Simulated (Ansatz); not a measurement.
`C#CC[TeH]`. Charge 0, multiplicity 1. Te: def2 effective core potential. The structure was optimised at the PBE0-D4/def2-TZVP level.

```xyz
8

C     0.153   -1.170    1.813
C     0.140   -0.364    0.923
C     0.110    0.573   -0.168
Te   -0.618   -0.444   -1.944
H     0.169   -1.874    2.610
H    -0.566    1.402    0.036
H     1.105    0.954   -0.394
H    -0.493    0.924   -2.876
```

Problem. What is the dipole moment at r2SCAN/def2-TZVPP? (Best estimate.)

Solution. Computed: 0.88 D, with components (0.28, 0.79, 0.26) D in this frame, pointing from negative to positive charge.

Problem. And with PBE, B3LYP, ωB97M-V? (Estimate.)

Solution. The calculation gave: PBE 0.82 D, B3LYP 0.78 D, ωB97M-V 0.78 D.

Problem. Give the Mulliken charges with r2SCAN, PBE, ωB97M-V in def2-TZVPP. (An estimate is asked.)

Solution. Computed: 
```json
{"atom": "C1", "r2SCAN": "0.08", "PBE": "0.03", "ωB97M-V": "0.00"}
{"atom": "C2", "r2SCAN": "-0.32", "PBE": "-0.29", "ωB97M-V": "-0.29"}
{"atom": "C3", "r2SCAN": "-0.29", "PBE": "-0.31", "ωB97M-V": "-0.37"}
{"atom": "Te4", "r2SCAN": "0.07", "PBE": "0.08", "ωB97M-V": "0.10"}
{"atom": "H5", "r2SCAN": "0.24", "PBE": "0.21", "ωB97M-V": "0.24"}
{"atom": "H6", "r2SCAN": "0.12", "PBE": "0.15", "ωB97M-V": "0.17"}
{"atom": "H7", "r2SCAN": "0.12", "PBE": "0.15", "ωB97M-V": "0.17"}
{"atom": "H8", "r2SCAN": "-0.03", "PBE": "-0.03", "ωB97M-V": "-0.02"}
```

B3LYP here is the variant with VWN-RPA as its local correlation; programs differ in this.
